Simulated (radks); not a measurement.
Values are calculated unless marked as measured or tabulated.
Spherical quantum dot in the effective-mass picture: electrons in a hard-walled sphere of radius 2.65, with a point charge +2 (a donor) at the centre, all in effective atomic units (hartree* = m*/eps^2 hartree, bohr* = eps/m* bohr), one dielectric constant everywhere. Level of theory: non-relativistic Kohn-Sham, r2SCAN, spin-polarised, spherical densities, generalised Kohn-Sham scheme (a radial shooting solver with Libxc functionals). Levels are named by radial order and angular momentum (1s, 1p, 1d, 2s, ...), and open shells are averaged over m. Results are scaled to m* = 0.336 and eps = 8.2, for which hartree* = 136 meV and bohr* = 1.291 nm.

N = 22, configuration 1s2 1p6 1d10 2s2 1f(up 2, down 0). This is the lowest configuration that the search found. Occupied and some empty levels:

level,occupation,eigenvalue (meV),<r> (nm)
1s up,1,1399.2,1.916
1s down,1,1402.8,1.888
1p up,3,1477.8,2.291
1p down,3,1483.9,2.282
1d up,5,1578.1,2.404
1d down,5,1585.4,2.399
2s up,1,1593.9,1.382
2s down,1,1596.9,1.405
1f up,2,1710.0,2.485
1f down,0,1718.2,2.483
1g up,0,1871.6,2.550
1g down,0,1880.5,2.549
2p up,0,1896.0,1.720
2p down,0,1898.5,1.725
2d up,0,2129.1,1.929
2d down,0,2132.7,1.930

Energy (meV): total 17761.2, kinetic 6852.5, external -4238.9, Hartree 17019, exchange-correlation -1871.8.
